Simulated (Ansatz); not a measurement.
C2HCl2FTi, SMILES `C#[C][Ti]([F])([Cl])[Cl]`. Total charge 0; spin multiplicity 1. The structure was optimised at the PBE0-D4/def2-TZVP level.

```xyz
7

C     1.924    0.515    0.724
C     0.814    0.219    0.330
Ti   -1.019   -0.269   -0.288
F    -2.027   -0.474    1.106
Cl   -0.854   -2.119   -1.408
Cl   -1.737    1.353   -1.535
H     2.900    0.775    1.070
```

Question: What is the dipole moment at r2SCAN/def2-TZVPP? (Estimate.)

Answer: The calculation gave: 1.75 D, with components (1.64, 0.43, 0.45) D in this frame, pointing from negative to positive charge.

Question: And with PBE, B3LYP, ωB97M-V? (Estimate.)

Answer: The calculation gave: PBE 1.62 D, B3LYP 1.70 D, ωB97M-V 1.55 D.

Question: Give the Mulliken charges with r2SCAN, PBE, ωB97M-V in def2-TZVPP. (Estimate.)

Answer: Ansatz gave: 
| atom | r2SCAN | PBE | ωB97M-V |
| --- | --- | --- | --- |
| C1 | -0.22 | -0.23 | -0.16 |
| C2 | -0.29 | -0.21 | -0.33 |
| Ti3 | 1.00 | 0.84 | 0.87 |
| F4 | -0.32 | -0.28 | -0.31 |
| Cl5 | -0.19 | -0.17 | -0.15 |
| Cl6 | -0.19 | -0.17 | -0.15 |
| H7 | 0.22 | 0.21 | 0.23 |

B3LYP here is the variant with VWN-RPA as its local correlation; programs differ in this.
